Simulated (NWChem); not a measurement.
# C$_{2}$H$_{3}$ClOSi; SMILES Cl[Si@H]1C=CO1

```xyz
8

Cl     0.0064     1.8812    -0.2697
Si    -0.0702     0.0017     0.5763
C     -1.1235    -1.3063    -0.1626
C      0.0595    -1.8827    -0.4609
O      1.1247    -1.0691    -0.0661
H      0.0537     0.1841     2.0373
H     -2.1249    -1.6732    -0.3261
H      0.3319    -2.8288    -0.9249
```
Atoms are numbered in this order, from 1.

Computed with NWChem. Medium grid unless said otherwise, to which SCAN and Minnesota functionals are sensitive. Geometry: optimised at B3LYP/6-31G* (spherical d).

**Question.** Order these by “dipole (D)”, lowest first: M06-L/def2-SVP; BP86/def2-SVP; B3LYP/def2-SVP; M06-2X/def2-SVP.

**Answer.** BP86/def2-SVP (1.62), B3LYP/def2-SVP (1.76), M06-L/def2-SVP (1.81), M06-2X/def2-SVP (1.95)
